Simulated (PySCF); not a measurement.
# Assignment exercise: C$_{4}$H$_{8}$FNSi$_{2}$

Molfile (atoms numbered from 1):
```
C4H8FNSi2
     RDKit          3D

 16 16  0  0  0  0  0  0  0  0999 V2000
    1.8231   -0.7540   -0.4750 C   0  0  0  0  0  0  0  0  0  0  0  0
    0.8473    0.3984   -0.2602 C   0  0  2  0  0  0  0  0  0  0  0  0
    0.1593    0.6778    1.5265 Si  0  0  0  0  0  4  0  0  0  0  0  0
   -1.5547    0.9727    0.6599 C   0  0  2  0  0  0  0  0  0  0  0  0
   -2.6610    0.3681    1.2426 F   0  0  0  0  0  0  0  0  0  0  0  0
   -0.9187    0.2341   -1.0134 Si  0  0  2  0  0  4  0  0  0  0  0  0
   -1.3636   -1.5714   -1.1426 C   0  0  0  0  0  0  0  0  0  0  0  0
   -1.6050   -2.6877   -1.2262 N   0  0  0  0  0  0  0  0  0  0  0  0
    2.7454   -0.5856    0.0785 H   0  0  0  0  0  0  0  0  0  0  0  0
    2.0762   -0.8598   -1.5290 H   0  0  0  0  0  0  0  0  0  0  0  0
    1.3922   -1.6940   -0.1377 H   0  0  0  0  0  0  0  0  0  0  0  0
    1.3232    1.3117   -0.6283 H   0  0  0  0  0  0  0  0  0  0  0  0
    0.1477   -0.5338    2.3375 H   0  0  0  0  0  0  0  0  0  0  0  0
    0.6903    1.8274    2.2582 H   0  0  0  0  0  0  0  0  0  0  0  0
   -1.8212    2.0306    0.5729 H   0  0  0  0  0  0  0  0  0  0  0  0
   -1.2880    0.8744   -2.2752 H   0  0  0  0  0  0  0  0  0  0  0  0
  1  2  1  0
  2  3  1  0
  3  4  1  0
  4  5  1  0
  4  6  1  0
  6  7  1  0
  7  8  3  0
  6  2  1  0
  1  9  1  0
  1 10  1  0
  1 11  1  0
  2 12  1  6
  3 13  1  0
  3 14  1  0
  4 15  1  6
  6 16  1  6
M  END
```

- structure optimised with GFN2-xTB
- PBE0/pcSseg-1 with gauge-including orbitals
- run in PySCF 2.14
- no solvent model, a single conformation, one averaged value for each set of equivalent atoms, non-relativistic Hamiltonian

References, each an isolated molecule treated in the same way: TMS for ¹³C and ¹H.

Task: Assign these signals to the numbered atoms. ¹³C{¹H} NMR (computed): δ 122.3 (C), 85.7 (CH), 15.0 (CH3), 7.3 (CH).

Result: 
122.3 → C7, nitrile carbon: typical of a nitrile
85.7 → C4, sp3 CH bonded to F and 2 Si: pulled downfield by the heteroatom
15.0 → C1, methyl carbon: a saturated carbon with 1 carbon neighbour and no heteroatom attached
7.3 → C2, sp3 CH bonded to 2 Si: an electropositive neighbour leaves it electron-rich and shielded

Task: Assign these signals to the numbered atoms. ¹H NMR (400 MHz, computed): δ 5.73 (m, 1H), 5.23 (m, 1H), 4.90 (m, 1H), 4.84 (m, 1H), 1.61 (d, 3H), 1.09 (m, 1H).

Result: 
5.73 → H15, hydrogen on an sp3 CH bonded to F and 2 Si: its carbon carries F, an electronegative neighbour
5.23 → H16, hydrogen on a silicon bonded to 3 C, in a 4-membered ring
4.90 → H14, hydrogen on a silicon bonded to 2 C, in a 4-membered ring
4.84 → H13, hydrogen on a silicon bonded to 2 C, in a 4-membered ring
1.61 → H9/H10/H11, hydrogen on a methyl carbon
1.09 → H12, hydrogen on an sp3 CH bonded to 2 Si

H14 and H13 lie closer than the usual error of such a calculation, so a measured spectrum could show them in the other order.

Splittings by ¹⁹F in the carbon and heteronuclear signals aren't shown, as no couplings were computed. Shifts are as computed. Against solution values, carbons near 30 ppm lie about +3 ppm off and those near 130 ppm about +5 ppm. Of 1211 compounds with measured shifts, 218 miss one by over three times the rms of a fit or turn the order of signals round; such compounds aren't used in these exercises. No couplings were computed; multiplicities are counted from neighbouring protons, with m where these are inequivalent, close in shift, in a saturated or five-membered ring or joined by F or P, and br s for small geminal =CH2 splittings.
